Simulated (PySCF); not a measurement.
Al(H)(I)(Me) (CH₄AlI), SMILES [CH3][AlH][I]. Atoms are numbered in the order given.

```xyz
7

Al    -0.4410    -1.5599     0.0537
H     -1.5994    -2.1628    -0.8414
I      0.0173     0.8655    -0.2404
C      0.6364    -2.5406     1.3422
H      0.5393    -2.0981     2.3477
H      1.7057    -2.4835     1.0779
H      0.3534    -3.6031     1.4042
```
Charge 0, spin multiplicity 1.

Geometry: PBE0-D3(BJ)/def2-SVP. The geometry has at least one imaginary mode, so it is a saddle point at that level. The def2 effective core potentials stand for the cores of I; spin–orbit coupling is left out.

Calculation: PySCF with B3LYP/def2-TZVPD.

Isolated molecule, no solvent.

```yaml
total_energy: -580.85633 hartree
highest_occupied_level: -7.25 eV
lowest_empty_level: -1.65 eV
orbital_gap: 5.60 eV
dipole_moment: 1.75 D
quadrupole, principal values (traceless, Buckingham form, about the centre of nuclear charge): -5.25, 2.11, 3.13 D·Å
mean_static_polarisability: 78.6 bohr³ (11.65 Å³)
polarisability_principal_values: 63.5, 74.9, 97.3 bohr³
```
